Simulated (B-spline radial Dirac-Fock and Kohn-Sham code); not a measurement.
Method: Dirac-Fock densities. Computed with a radial finite-basis atomic code.

Question: This computed X-ray form factor belongs to an atom or ion in its tabulated ground configuration. Which?

```
sin θ/λ (Å⁻¹)      f₀
         0.05  48.907
          0.2  47.552
          0.4  43.597
          0.9  29.566
          1.1  24.807
          1.8  15.928
            2  14.651
          3.5   7.554
            6   4.094
```

Answer: Ir²⁸⁺, with 49 electrons in [Kr] 4d10 4f3. f₀ tends to the number of electrons as s goes to zero, which the first rows give only roughly, and the rate of fall reflects the nuclear charge, 77.

Question: This computed X-ray form factor belongs to an atom or ion in its tabulated ground configuration. Which?

| sin θ/λ (Å⁻¹) | f₀ |
| --- | --- |
| 0.25 | 52.838 |
| 0.35 | 49.310 |
| 0.5 | 43.065 |
| 0.9 | 27.728 |
| 1.2 | 20.900 |
| 3 | 8.436 |
| 4 | 5.685 |
| 5 | 4.570 |
| 6 | 3.808 |

Answer: Ta¹⁶⁺, with 57 electrons in [Kr] 4d10 4f11. f₀ tends to the number of electrons as s goes to zero, which the first rows give only roughly, and the rate of fall reflects the nuclear charge, 73.

Question: This computed X-ray form factor belongs to an atom or ion in its tabulated ground configuration. Which?

```csv
sin θ/λ (Å⁻¹),f₀
0.15,2.999
0.2,2.998
0.4,2.992
0.6,2.983
0.9,2.961
1.1,2.942
2.5,2.729
3,2.629
4,2.414
```

Answer: Ir⁷⁴⁺, with 3 electrons in [He] 2s1. f₀ tends to the number of electrons as s goes to zero, which the first rows give only roughly, and the rate of fall reflects the nuclear charge, 77.
